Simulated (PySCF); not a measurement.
Computed with PBE-D3(BJ)/def2-TZVP // PBE0-D3(BJ)/def2-TZVP run with PySCF. Gas-phase values, no solvent. 

Reference species (SMILES): `[F][Sn]([F])([F])[F]` (neutral, multiplicity 1).

The LUMO comes out as -4.61 eV and the HOMO comes out as -10.25 eV.

Changed species: `[SnH4]` (4 of 4 F replaced by H; the reference has 0 of 4 F replaced by H).

Task: Predict the effect on the LUMO and HOMO.

Result: the LUMO increases by 4.32 eV, to -0.29 eV; the HOMO increases by 2.32 eV, to -7.93 eV.
